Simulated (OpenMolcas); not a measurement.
# Computed transition rates of N+

```
Program             : OpenMolcas
Method              : RASSCF
Basis               : ANO-RCC [8s7p4d3f2g]
Scalar Hamiltonian  : DKH2, point nucleus
Active space        : 4 electrons in 9 orbitals (RAS2 2s 2p; RAS3 3d, at most 2 electrons)
State averaging     : 2S+1 = 3 even, 6 roots; 2S+1 = 1 even, 11 roots; 2S+1 = 5 odd, 1 root; 2S+1 = 3 odd, 9 roots; 2S+1 = 1 odd, 8 roots
Spin-orbit coupling : RASSI with atomic mean-field integrals over the reference wave functions, term energies averaged over their components
```

Rates come from the transition moments of the reference wave functions (E1 and E2 in the length form). At fixed line strength A goes as λ^-3 for E1 and M1 and as λ^-5 for E2, so a rate at the computed wavelength can be rescaled to the measured one. Measured vacuum wavelengths follow from level energies in NIST Handbook of Basic Atomic Spectroscopic Data. Branching counts decays inside the model space alone, at computed energies, and the table is only a selection of the E2 and M1 lines, drawn from those between levels with measured partners whose computed energy lies within a factor of 1.5 of the measured one.

| Upper | Lower | Type | λ computed (nm) | λ measured (nm) | A computed (s-1) | A rescaled (s-1) | Branching % |
| --- | --- | --- | --- | --- | --- | --- | --- |
| 2s² 2p² ¹D₂ | 2s² 2p² ³P₂ | M1 | 575.1 | 658.5 | 2.65e-03 |  | 74.5 |
| 2s² 2p² ¹D₂ | 2s² 2p² ³P₁ | M1 | 572.2 | 655 | 8.98e-04 |  | 25.2 |
| 2s² 2p² ¹S₀ | 2s² 2p² ¹D₂ | E2 | 526.3 | 575.6 | 1.78e+00 | 1.14e+00 | 98.3 |
| 2s² 2p² ¹S₀ | 2s² 2p² ³P₁ | M1 | 274.1 | 306.4 | 3.13e-02 |  | 1.7 |

Spin-changing lines and M1 lines between different terms are not rescaled, since their strength hangs on the term gaps too.

The largest correction is for 2s² 2p² ¹S₀ → 2s² 2p² ¹D₂ (E2): 1.78e+00 × (526.3 / 575.6)^5 = 1.14e+00 s-1, a factor of 0.64.

The computed rate and branching of 2s² 2p² ¹S₀ → 2s² 2p² ¹D₂ give the upper level a radiative lifetime of 0.983 / 1.78e+00 s-1 = 5.52e-01 s, counting decays inside the model space alone. The rescaled rate gives about 8.6e-01 s.

No measured rate stands beside these. Rescaling mends the energy factor alone: line strengths can still be far off where a level mixes with configurations outside the active space, and weak or spin-changing lines hang on small mixing coefficients that depend on the term gaps too, so rescaling need not improve them.

Without dynamic correlation excited terms often stand tens of per cent too high (terms of higher spin than the ground term too low), and those without a measured partner can miss by more than the paired ones. Active for correlation alone: 3d; no level in the range computed is led by a configuration that fills it, so any true level of that kind is missing. Computed and measured levels are paired by configuration, term and J; levels that our copy of the source lacks, or whose pairing is in doubt (as where it misses far off the trend of its configuration), stay unpaired. Only configurations of the active space appear.
